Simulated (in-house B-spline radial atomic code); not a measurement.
Radial electron density of Sb, [Kr] 4d10 5s2 5p3. Method: scalar-relativistic (X2C) TPSS, spin-polarised, spherical fractional occupations, Fermi nucleus of rms radius 4.6802 fm. Calculated with a B-spline radial code for spherical atoms.

One-electron X2C: radii and densities carry no picture-change correction, so inner-shell <1/r> comes out high (for 1s by about 2 % at Z = 33, 5 % at 54, 10 % at 75, 30 % at 118) and <r> low.

Columns: r (bohr), 4πr²n(r) (electrons per bohr), bar.

```
 0.00093    2.189 #
 0.00115    3.067 ##
 0.00143    4.313 ##
 0.00178    6.038 ###
 0.00221    8.358 ####
 0.00274    11.43 ######
  0.0034    15.48 ########
 0.00422    20.65 ###########
 0.00523       27 ##############
 0.00649    34.55 ##################
 0.00806    42.98 ######################
    0.01    51.56 ###########################
  0.0124    59.23 ###############################
  0.0154    64.67 ##################################
  0.0191    66.59 ###################################
  0.0237    64.68 ##################################
  0.0294    60.32 ###############################
  0.0365    56.88 ##############################
  0.0453     58.5 ##############################
  0.0562    66.91 ###################################
  0.0698     78.5 #########################################
  0.0866     84.7 ############################################
   0.107    79.46 #########################################
   0.133    66.37 ##################################
   0.165    58.76 ###############################
   0.205    63.72 #################################
   0.255     70.2 ####################################
   0.316    61.38 ################################
   0.392    39.58 #####################
   0.487    23.59 ############
   0.604    22.45 ############
    0.75    25.22 #############
   0.931    21.26 ###########
    1.15    13.31 #######
    1.43    6.994 ####
    1.78    4.062 ##
    2.21    2.845 #
    2.74    1.933 #
     3.4     1.08 #
    4.22    0.447 
    5.23   0.1354 
     6.5  0.02969 
    8.06 0.004393 
      10 0.0003791
```

On this grid the curve has 4 maxima, near 0.0191, 0.0866, 0.255, 0.75 bohr.

The 5s down radial function P(r) = rR(r), positive near the nucleus:

| r (bohr) | P |
| --- | --- |
| 0.000392 | 0.01132 |
| 0.000604 | 0.01612 |
| 0.00093 | 0.0228 |
| 0.00143 | 0.03195 |
| 0.00221 | 0.04436 |
| 0.0034 | 0.06006 |
| 0.00523 | 0.07844 |
| 0.00806 | 0.09647 |
| 0.0124 | 0.1062 |
| 0.0191 | 0.09325 |
| 0.0294 | 0.03902 |
| 0.0453 | -0.06099 |
| 0.0698 | -0.1562 |
| 0.107 | -0.125 |
| 0.165 | 0.09501 |
| 0.255 | 0.2451 |
| 0.392 | -0.03631 |
| 0.604 | -0.3777 |
| 0.931 | -0.02829 |
| 1.43 | 0.6179 |
| 2.21 | 0.7209 |
| 3.4 | 0.3706 |
| 5.23 | 0.08783 |
| 8.06 | 0.007062 |
